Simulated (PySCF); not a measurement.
BrCdHSe, SMILES [Cd]([SeH])[Br]. Heavy atoms are numbered as in [Cd:1]([Br:2])[SeH:3]. Hydrogens are named by the atom that carries them.

Coordinates come from a r2SCAN-D4/def2-SVP optimisation. The def2 effective core potentials stand for the cores of Cd; spin–orbit coupling is left out. Other conformers were not sampled.

All values below come from PBE/def2-TZVPD (PySCF).

Mulliken values depend strongly on the basis, most of all with diffuse functions as here. ESP charges are fitted to the potential on shells at 1.4 to 2.0 van der Waals radii. Atomic charges (e), one atom of each kind:

```json
[
 {"atom": "Cd1", "Mulliken": "0.53", "ESP fit": "0.48"},
 {"atom": "Br2", "Mulliken": "-0.30", "ESP fit": "-0.30"},
 {"atom": "Se3 (SeH)", "Mulliken": "-0.38", "ESP fit": "-0.27"},
 {"atom": "H on Se3", "Mulliken": "0.15", "ESP fit": "0.09"}
]
```
